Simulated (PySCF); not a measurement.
Compound: C3H13NSi2.
Bonds: C1–C2, C2–C3, C2–N4, N4–Si5, N4–Si6. Hydrogens: H7, H8, H9 on C1; H10 on C2; H11, H12, H13 on C3; H14, H15, H16 on Si5; H17, H18, H19 on Si6.

All values: CAM-B3LYP/def2-SVPD (PySCF, non-relativistic), on one gas-phase PBE0-D3(BJ)/def2-SVP geometry that isn't relaxed in the solvent. The solvent is an IEF-PCM continuum (van der Waals radii × 1.2). The model holds no explicit solvent molecules, cavitation or dispersion.

Gas phase at CAM-B3LYP/def2-SVPD: HOMO -8.26 eV, LUMO 1.03 eV, dipole 1.13 D.

**Question.** What does the continuum do to the energy, the frontier levels and the dipole at CAM-B3LYP/def2-SVPD in water?

**Answer.** 
| solvent | ε | E(solvent) − E(gas) (kcal/mol) | polarisation term (kcal/mol) | distortion of the solute (kcal/mol) | HOMO (eV) | LUMO (eV) | dipole (D) |
| --- | --- | --- | --- | --- | --- | --- | --- |
| water | 78.36 | -1.05 | -1.17 | 0.12 | -8.15 | 1.16 | 1.51 |

Polarisation term: ½ Σ q·V over the induced surface charges. Distortion: the rise of the solute's own energy as its density leaves the gas-phase optimum.

**Question.** Which radius a makes the point-dipole formula ΔE = −[(ε − 1)/(2ε + 1)]·μ²/a³ give the value in water, with the gas-phase dipole?

**Answer.** μ = 0.443 au and |ΔE| = 0.00167 Eh give a = 2.05 Å; the farthest nucleus lies 3.32 Å from the centroid of the nuclei, so such a sphere wouldn't even hold the nuclei. The formula assumes a rigid point dipole at the centre of a sphere.

**Question.** How does the static polarisability (CAM-B3LYP/def2-SVPD, frozen core, with the continuum's full static response) change?

**Answer.** 
```tsv
medium	isotropic (au)	principal values (au)	⟨r²⟩ of the electrons (bohr²)
gas	98.1	89.7, 100.6, 104.1	1080.8
water	135.0	128.2, 137.5, 139.3	1081.0
```

The isotropic value in water is 1.38 times the gas-phase one; no cavity-field correction is applied. ⟨r²⟩ is taken about the centre of nuclear charge.

Conformer computed: `[CH3:1][CH:2]([CH3:3])[N:4]([SiH3:5])[SiH3:6]`: C1–C2–N4–Si5 133°.
